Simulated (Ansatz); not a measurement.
Geometry optimisation, Ansatz 0.2.0, RKS PBE-D4/def2-SVP.

Input file:

```yaml
crystal:
  periodic: [false, false, false]
  atoms:
    - { symbol: Al, position_ang: [-0.536283, -0.387792, -0.349728] }
    - { symbol: S, position_ang: [2.062496, 1.993146, 0.106901] }
    - { symbol: "N", position_ang: [0.204782, -1.852812, -1.021876] }
    - { symbol: "N", position_ang: [-1.276297, -0.249861, 1.256722] }
    - { symbol: H, position_ang: [1.037054, 2.075238, -0.786771] }
    - { symbol: F, position_ang: [-0.730532, 0.973654, -1.42264] }
    - { symbol: H, position_ang: [1.260431, 2.434887, 1.114793] }
    - { symbol: H, position_ang: [0.470026, -2.683063, -0.490749] }
    - { symbol: H, position_ang: [0.562529, -1.916801, -1.97614] }
    - { symbol: H, position_ang: [-1.730256, 0.596829, 1.603866] }
    - { symbol: H, position_ang: [-1.324149, -0.983325, 1.96562] }
basis:
  gaussian: { orbitals: def2-SVP }
hamiltonian:
  xc: pbe
  dispersion: d4
relax:
  f_tol: 0.03
  max_steps: 50
```

Run as:

```bash
$ ansatz run input.yaml --threads 2 --pin off --max-ram 3072MiB --backend cpu --events-out ev --progress --plain --runs-dir out
```

Q: Where does it end, and by what steps?

A: It converged. After 40 steps the energy has fallen by 1.481 eV; H7 moved furthest, 2.36 Å. Parted: S2–H7 (1.36 → 3.00 Å). Joined: Al1–S2 (3.55 → 2.24 Å), N4–H7 (3.70 → 1.03 Å).

```json
{"step": "0", "energy less start (eV)": "0.0000", "largest force component (eV/Å)": "0.959", "accepted": "yes"}
{"step": "2", "energy less start (eV)": "-0.1176", "largest force component (eV/Å)": "0.370", "accepted": "yes"}
{"step": "4", "energy less start (eV)": "-0.1535", "largest force component (eV/Å)": "0.180", "accepted": "yes"}
{"step": "6", "energy less start (eV)": "-0.1688", "largest force component (eV/Å)": "0.418", "accepted": "yes"}
{"step": "8", "energy less start (eV)": "-0.2028", "largest force component (eV/Å)": "0.351", "accepted": "yes"}
{"step": "10", "energy less start (eV)": "-0.2765", "largest force component (eV/Å)": "0.237", "accepted": "yes"}
{"step": "12", "energy less start (eV)": "-0.3382", "largest force component (eV/Å)": "0.557", "accepted": "yes"}
{"step": "14", "energy less start (eV)": "-0.7846", "largest force component (eV/Å)": "1.226", "accepted": "yes"}
{"step": "16", "energy less start (eV)": "-1.2554", "largest force component (eV/Å)": "0.681", "accepted": "yes"}
{"step": "18", "energy less start (eV)": "-1.3445", "largest force component (eV/Å)": "0.553", "accepted": "yes"}
{"step": "20", "energy less start (eV)": "-1.3748", "largest force component (eV/Å)": "0.491", "accepted": "yes"}
{"step": "22", "energy less start (eV)": "-1.4062", "largest force component (eV/Å)": "0.229", "accepted": "yes"}
{"step": "24", "energy less start (eV)": "-1.4076", "largest force component (eV/Å)": "0.767", "accepted": "no"}
{"step": "26", "energy less start (eV)": "-1.4306", "largest force component (eV/Å)": "0.230", "accepted": "yes"}
{"step": "28", "energy less start (eV)": "-1.4430", "largest force component (eV/Å)": "0.258", "accepted": "yes"}
{"step": "30", "energy less start (eV)": "-1.4554", "largest force component (eV/Å)": "0.224", "accepted": "yes"}
{"step": "32", "energy less start (eV)": "-1.4599", "largest force component (eV/Å)": "0.054", "accepted": "yes"}
{"step": "34", "energy less start (eV)": "-1.4651", "largest force component (eV/Å)": "0.380", "accepted": "yes"}
{"step": "36", "energy less start (eV)": "-1.4725", "largest force component (eV/Å)": "0.225", "accepted": "yes"}
{"step": "38", "energy less start (eV)": "-1.4785", "largest force component (eV/Å)": "0.123", "accepted": "no"}
{"step": "40", "energy less start (eV)": "-1.4811", "largest force component (eV/Å)": "0.026", "accepted": "yes"}
```

```xyz
11
Properties=species:S:1:pos:R:3
Al 0.134 0.134 -0.568
S 1.931 1.377 -0.063
N 0.457 -1.637 -0.728
N -0.890 0.225 1.208
H 1.442 2.445 -0.753
F -1.052 0.916 -1.508
H -0.335 0.840 1.821
H 1.361 -1.940 -1.102
H -0.255 -2.284 -1.081
H -1.835 0.624 1.119
H -0.958 -0.700 1.655
```

Whether the end is a true minimum wasn't checked by a vibrational analysis.

The run took 35 s on 2 threads of AMD EPYC 9R45 96-Core Processor (Zen 5), on a shared host, peak memory 0.17 GiB.
